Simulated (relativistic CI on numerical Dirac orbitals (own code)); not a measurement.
Nd31+: q coefficients and field-shift factors

Computed by Dirac-Coulomb-Breit CI, separate exchange-only KLI orbitals for each configuration, derivatives by finite differences, unscaled Slater integrals, QED left out (own radial code, finite nucleus).

Configurations in the expansion (outside the closed core [Ar] 3d10): 4s, 4p, 4d, 4f, 5s, 5p, 5d, 5f. Levels of other configurations are missing.

With x = (α/α₀)² − 1 an excitation energy changes as ω = ω₀ + qx; K = 2q/ω₀ is the relative enhancement. Terms are leading LS components, so labels can repeat. The field-shift factor is F = δν/δ⟨r²⟩ for the transition from the lowest level.

Lowest level 4s ²S1/2.

| Level | ω₀ (cm⁻¹) | q (cm⁻¹) | K | F (GHz/fm²) |
| --- | --- | --- | --- | --- |
| 4p ²P°1/2 | 533672 | 53510 | 0.201 | -451 |
| 4p ²P°3/2 | 797796 | 350800 | 0.879 | -466 |
| 4d ²D3/2 | 1646507 | 371900 | 0.452 | -463 |
| 4d ²D5/2 | 1700683 | 426800 | 0.502 | -462 |
| 4f ²F°5/2 | 2608911 | 420200 | 0.322 | -453 |
| 4f ²F°7/2 | 2618732 | 429700 | 0.328 | -453 |
| 5s ²S1/2 | 4089478 | 224900 | 0.11 | -245 |
| 5p ²P°1/2 | 4342937 | 247100 | 0.114 | -448 |
| 5p ²P°3/2 | 4463990 | 382700 | 0.171 | -455 |
| 5d ²D3/2 | 4860651 | 392000 | 0.161 | -454 |
| 5d ²D5/2 | 4886362 | 418000 | 0.171 | -453 |
| 5f ²F°5/2 | 5284488 | 415600 | 0.157 | -450 |
| 5f ²F°7/2 | 5290666 | 421600 | 0.159 | -450 |

At this charge energies of transitions that change n are usually good to better than 1 %, and those within a shell (Δn = 0) to a few per cent.
